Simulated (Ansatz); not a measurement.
Ideal-gas functions of CHBClF$_{2}$N, SMILES `N=C(F)B(F)Cl` at 800 K and 1 bar, from an Ansatz frequency run at PBE0-D4/def2-TZVP.

Molar mass 111.29 g/mol, point group Cs (symmetry number 1), electronic degeneracy 1, moments of inertia 119.348, 228.099, 347.446 u Å². Harmonic wavenumbers (cm⁻¹, unscaled): 31, 167, 317, 347, 400, 485, 657, 681, 952, 977, 1097, 1289, 1410, 1773, 3486.

Use S(trans) = R[1.5 ln M + 2.5 ln T − 1.1517]; rotational temperatures θ = 24.2544 K / I; S(rot) = R[ln(√π/σ · √(T³/θAθBθC)) + 1.5]; for each mode x = 1.438777 ν̃/T, S = R[x/(eˣ − 1) − ln(1 − e⁻ˣ)] and H = RT x/(eˣ − 1); 1 cm⁻¹ = 0.0119627 kJ/mol; R = 8.31446 J/(mol·K).

Task: By hand: the entropy, in J/(mol·K).

Result: Translation 188.1. Rotation: θ = 0.2032, 0.1063, 0.0698 K, giving 127.6. Vibration, mode by mode: 32.32, 18.35, 13.10, 12.37, 11.23, 9.71, 7.39, 7.13, 4.79, 4.62, 3.89, 2.97, 2.50, 1.49, 0.11, in all 132.0. Electronic 0.0. Sum 447.7 J/(mol·K).

Task: By hand: H − E and G − E in kJ/mol, counted from the electronic energy.

Result: Zero-point energy ½ × 14069 × 0.0119627 = 84.2; thermal vibration 48.7; translation, rotation and pV give 4 RT = 26.6. H − E = 159.5 kJ/mol, and G − E = 159.5 − 800 × 447.7/1000 = -198.7 kJ/mol.

Vibration gives 29 % of the entropy, 32.3 J/(mol·K) of it from the mode under 150 cm⁻¹: soft modes count most, and the harmonic formula is weakest for them. The sum counts one conformer and one mirror image; others add a mixing term.
